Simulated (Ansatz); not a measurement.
`[SiH3][BH][GaH2]` + H₂ → `[BH2][GaH2]` + SiH₄ at 500 K and 1 bar (hydrogenolysis of a B–Si bond).

Computed with Ansatz on PBE0-D4/def2-TZVP structures; ΔE is electronic, products minus reactants. CBS: MP2 limit from def2 TZ/QZ plus the TZ coupled-cluster correction, frozen cores. This one scheme is used for every species. For Ga outer-core shells are correlated without core-valence functions, which leaves a few kJ/mol of doubt a bond. Scalar relativity is left out up to krypton.

```tsv
species	CCSD(T)/CBS energy (Eh)	H − E (kJ/mol)	S (J/(mol·K))
`[SiH3][BH][GaH2]`	-2241.35179	173.3	405.5
H₂	-1.17544	41.0	145.5
`[BH2][GaH2]`	-1951.07352	114.1	309.2
SiH₄	-291.46306	102.4	230.9
```

H − E and S are ideal-gas, rigid-rotor, harmonic terms from PBE0-D4/def2-TZVP, for one conformer and one mirror image of each species. The MP2-based limit puts H₂ 0.8 mEh under its directly extrapolated value; such offsets cancel only in part. 1 Eh = 2625.50 kJ/mol, R = 8.31446 J/(mol·K).

Task: By hand: ΔE, ΔH, ΔS and ΔG.

Result: ΔE = (-1951.07352) + (-291.46306) − (-2241.35179) − (-1.17544) = -0.00935 Eh = -24.5 kJ/mol. Δ(H − E) = 114.1 + 102.4 − 173.3 − 41.0 = 2.2, so ΔH = -22.3 kJ/mol. ΔS = 309.2 + 230.9 − 405.5 − 145.5 = -10.9 J/(mol·K). ΔG = -22.3 − 500 × (-10.9)/1000 = -16.9 kJ/mol.

Task: By hand: the equilibrium constant, and the temperature at which ΔG would vanish if ΔH and ΔS stayed fixed.

Result: log₁₀ K = −ΔG/(RT ln 10) = 1.8. ΔG = 0 at ΔH/ΔS = 2046 K, though so small a ΔS makes that figure unsure.

The number of gas molecules stays the same, so ΔS is small and ΔH decides. A doubt of 5 kJ/mol in ΔE shifts log₁₀ K by 0.5 here. Other conformers and mirror images would add mixing entropy, several J/(mol·K) or more a flexible species. Modes under 60 cm⁻¹, often nearly free rotors, make the harmonic entropy too high. These are equilibria of isolated gas molecules and say nothing of rates. Largest T1 diagnostic: 0.015 (customary marks: 0.02 for closed shells, 0.045 for open ones).
